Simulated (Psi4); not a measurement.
Two rigid molecules brought together: CH2O ··· H6Si2 (SMILES C=O and [SiH3][SiH3]). Monomers: optimised at B3LYP-D3(BJ) (def2-TZVP), held rigid. Orientation: lowest of the rigid-body minima from ten starts at GFN2-xTB. The monomers approach along the line of their centres of mass (distance R); nothing else relaxes.

Level of theory: SAPT0/jun-cc-pVDZ, frozen core (Psi4).

Components in kcal/mol:

```json
[
 {"R / Å": "2.80", "electrostatics": "-17.14", "exchange": "34.50", "induction": "-4.92", "dispersion": "-6.76", "total": "5.68"},
 {"R / Å": "2.99", "electrostatics": "-10.74", "exchange": "20.55", "induction": "-3.04", "dispersion": "-4.92", "total": "1.85"},
 {"R / Å": "3.18", "electrostatics": "-6.77", "exchange": "12.06", "induction": "-1.89", "dispersion": "-3.60", "total": "-0.20"},
 {"R / Å": "3.39", "electrostatics": "-4.11", "exchange": "6.59", "induction": "-1.14", "dispersion": "-2.56", "total": "-1.23"},
 {"R / Å": "3.61", "electrostatics": "-2.48", "exchange": "3.44", "induction": "-0.68", "dispersion": "-1.81", "total": "-1.55"},
 {"R / Å": "3.78", "electrostatics": "-1.72", "exchange": "2.06", "induction": "-0.47", "dispersion": "-1.40", "total": "-1.53"},
 {"R / Å": "4.06", "electrostatics": "-0.98", "exchange": "0.87", "induction": "-0.26", "dispersion": "-0.92", "total": "-1.30"},
 {"R / Å": "4.42", "electrostatics": "-0.52", "exchange": "0.28", "induction": "-0.14", "dispersion": "-0.56", "total": "-0.93"},
 {"R / Å": "4.90", "electrostatics": "-0.26", "exchange": "0.06", "induction": "-0.07", "dispersion": "-0.30", "total": "-0.56"},
 {"R / Å": "5.61", "electrostatics": "-0.12", "exchange": "0.01", "induction": "-0.03", "dispersion": "-0.13", "total": "-0.27"},
 {"R / Å": "6.61", "electrostatics": "-0.05", "exchange": "0.00", "induction": "-0.01", "dispersion": "-0.05", "total": "-0.11"},
 {"R / Å": "7.90", "electrostatics": "-0.02", "exchange": "0.00", "induction": "0.00", "dispersion": "-0.02", "total": "-0.04"}
]
```
